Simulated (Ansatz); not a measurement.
`N[SiH2]O[SiH2]N` + `C[O][GeH]([OH])[OH]` → `N[SiH2]O[SiH](N)O` + `C[O][GeH2][OH]`  (redistribution)

Isolated molecules relaxed with PBE0-D4/def2-TZVP in Ansatz; ΔE leaves out vibrations. CCSD(T)/CBS adds triple-zeta CCSD(T) − MP2 to the extrapolated MP2 energy (def2 sets, frozen cores). Functionals use def2-TZVPP. B3LYP here is the variant with VWN-RPA as its local correlation; programs differ in this. For Ge outer-core shells are correlated without core-valence functions, which leaves a few kJ/mol of doubt a bond. Scalar relativity is left out up to krypton. Each species was taken in one conformer, which may not be the lowest.

| level | ΔE (kJ/mol) | difference from CCSD(T)/CBS |
| --- | --- | --- |
| PBE-D4 | -67.5 | -0.6 |
| PBE0-D4 | -68.9 | -2.0 |
| B3LYP-D4 | -68.5 | -1.6 |
| ωB97X-V | -65.3 | 1.6 |
| ωB97M-V | -70.0 | -3.1 |
| B2PLYP | -61.9 | 5.0 |
| PBE | -62.4 | 4.5 |
| r2SCAN | -69.1 | -2.2 |
| PBE0 | -64.5 | 2.4 |
| HF/def2-TZVPP | -56.1 | 10.8 |
| SCS-MP2/def2-TZVPP | -61.2 | 5.7 |
| CCSD(T)/def2-TZVPP | -65.0 | 1.9 |
| HF/def2-QZVPP | -55.7 | 11.2 |
| SCS-MP2/def2-QZVPP | -62.0 | 4.9 |
| HF/CBS(def2) | -55.7 | 11.2 |
| MP2/CBS(def2) | -66.6 | 0.3 |
| CCSD(T)/CBS | -66.9 | 0 |

Largest T1 diagnostic among the species: 0.012.

The D4 term adds −8.3 kJ/mol with B3LYP and −4.4 kJ/mol with PBE0; it sums over pairs of atoms, weighted by their polarisabilities, and B3LYP, whose exchange is more repulsive, gets the larger term. In def2-TZVPP, CCSD(T) changes the Hartree–Fock value by −8.9 kJ/mol (the triples alone add −1.0 kJ/mol) and MP2 by −8.6 kJ/mol.
